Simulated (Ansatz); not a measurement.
Yb(OH)3 in a box, plane waves

Ansatz 0.2.0, DFT PBE+U, spin-orbit coupling, plane waves, PAW, molecule in a box. The geometry was relaxed with Gaussian bases (r2SCAN; Yb lcecp-1-SVP with ECP59, O def2-SVP, H def2-SVP).

```yaml
crystal:
  lattice:
    - [13.45, 0.0, 0.0]
    - [0.0, 14.14, 0.0]
    - [0.0, 0.0, 9.03]
  atoms:
    - { symbol: Yb, position: [0.44482305, 0.49988543, 0.49833887], spin: 1.0, spin_axis: [0.0, 0.0, 1.0] }
    - { symbol: O, position: [0.59414498, 0.49988685, 0.5000753] }
    - { symbol: H, position: [0.66532045, 0.49988685, 0.50129125] }
    - { symbol: O, position: [0.37016059, 0.62289109, 0.5000753] }
    - { symbol: H, position: [0.33457249, 0.68152192, 0.50129125] }
    - { symbol: O, position: [0.37016283, 0.37687765, 0.5000753] }
    - { symbol: H, position: [0.33457621, 0.31824611, 0.50129125] }
basis:
  ecutwfc: 420
  ecutrho_ratio: 4
kpoints:
  mp_grid: { grid: [1, 1, 1] }
hamiltonian:
  xc: pbe
  hubbard: { sites: [{ species: Yb, l: f, u_eff: 5.0 }] }
scf:
  occupations: { method: gaussian, width: 0.01 }
output:
  forces: true
  eigenvalues: true
  populations: true
  hubbard: { sites: [{ species: Yb, l: f }] }
magnetization:
  noncollinear: true
  spin_orbit: true
```

Command:
```sh
ansatz run input.yaml --threads 2 --pin off --max-ram 5120MiB --backend cpu --events-out ev --progress --plain --runs-dir out
```
It took 5.1 min on 2 threads of AMD EPYC 9R45 96-Core Processor (Zen 5) (shared host), peak memory 2.8 GiB.

(1) How does the SCF go?

(2) Which levels lie next to the highest filled one (eV, counted from it)?

(3) How is the f shell of Yb1 filled?

(4) What forces are left at this geometry, relaxed with Gaussian bases (eV/Å)?

The open shells may stand above their lowest state.

The highest of the empty levels listed lie near the vacuum level and may be states of the box.

The forces come from the other functional as well as from the basis.

No frequency check is given that shows the relaxed geometry to be a minimum. An lcecp potential fixes the number of 4f electrons, so in runs with it no electron can move into or out of that shell.

Results:

(1) 
```
SCF iter   1: F=—  HF=-15570.384819 eV  |F-HF|=—  |Δ(HF+E_count)|=         —  Δρ=4.15e-2
preconditioner: auto → Resta (q_TF=auto, 1.487 Å⁻¹)  ε∞=1.3  [insulator: Δε(μ)=0.097 eV  Ē_g=9.612 eV  σ=0.010 eV  W_gap=1.00  n_s
spin=Noncollinear: Resta preconditioning applied to the charge; magnetization (m_x, m_y, m_z) channels mix plain (no charge-respon
SCF iter   2: F=—  HF=-15562.719172 eV  |F-HF|=—  |Δ(HF+E_count)|=    7.67e0  Δρ=2.28e-2
SCF iter   3: F=—  HF=-15562.889105 eV  |F-HF|=—  |Δ(HF+E_count)|=   1.70e-1  Δρ=1.93e-2
...
SCF iter  64: F=-15562.055772 eV  HF=-15562.055772 eV  |F-HF|=3.27e-9  |Δ(HF+E_count)|=   1.63e-7  Δρ=3.62e-7
SCF iter  65: F=-15562.055772 eV  HF=-15562.055772 eV  |F-HF|=3.77e-9  |Δ(HF+E_count)|=   2.13e-7  Δρ=5.05e-7
SCF iter  66: F=-15562.055772 eV  HF=-15562.055772 eV  |F-HF|=6.86e-10  |Δ(HF+E_count)|=   7.01e-8  Δρ=5.13e-7
SCF iter  67: F=-15562.055772 eV  HF=-15562.055772 eV  |F-HF|=3.47e-9  |Δ(HF+E_count)|=   4.71e-8  Δρ=7.28e-7
SCF iter  68: F=-15562.055772 eV  HF=-15562.055772 eV  |F-HF|=2.65e-8  |Δ(HF+E_count)|=   8.65e-8  Δρ=1.31e-6
```

(2) Filled: -0.62, -0.61, -0.57, -0.54, -0.50, -0.47, -0.31, -0.29, -0.05, 0.00. Empty: 1.81, 3.97, 3.98, 5.82, 5.83, 6.14, 6.14, 6.15.

(3) Natural occupations, full = 1; spinor: 0.05, 1.00, 1.00, 1.00, 1.00, 1.00, 1.00, 1.00, 1.00, 1.00, 1.00, 1.00, 1.00, 1.00; in all 13.02 e. Spin moment (0.00, 0.00, 0.09) μB, orbital moment (0.00, 0.00, 0.13) μB.

(4) 
```
Yb   0.01  0.00  0.03
O   -0.27  0.00 -0.02
H    0.18  0.00  0.01
O    0.13 -0.23 -0.02
H   -0.09  0.16  0.01
O    0.13  0.23 -0.02
H   -0.09 -0.16  0.01
```
